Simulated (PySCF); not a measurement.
C₂H₄BFO₂, SMILES FB1COCO1. Geometry: PBE-D3(BJ)/def2-SVP. The structure was generated by enumeration, and PubChem lists no compound with its InChIKey, so it may never have been made. The values are those of a single conformer.

Calculation: PBE-D3(BJ)/def2-SVP in PySCF.

Harmonic wavenumbers (cm⁻¹): 163, 208, 363, 444, 552, 702, 789, 866, 935, 989, 1064, 1113, 1161, 1190, 1207, 1291, 1378, 1403, 1462, 1487, 2886, 2899, 3020, 3035. Rotational constants (GHz): 7.631, 3.192, 2.342; symmetry number 1.

Task: Work out the zero-point energy and the ideal-gas rigid-rotor harmonic-oscillator thermochemistry at 298.15 K and 1 atm.

Result: ZPE = ½ Σ hcν = ½ × 30607 cm⁻¹ = 183.07 kJ/mol. H − E(el) = 199.44 kJ/mol. Entropy in J/(mol K): translation 164.85, rotation 109.35, vibration 34.68, total 308.88. G − E(el) = 107.35 kJ/mol. Cp = 85.23 J/(mol K).
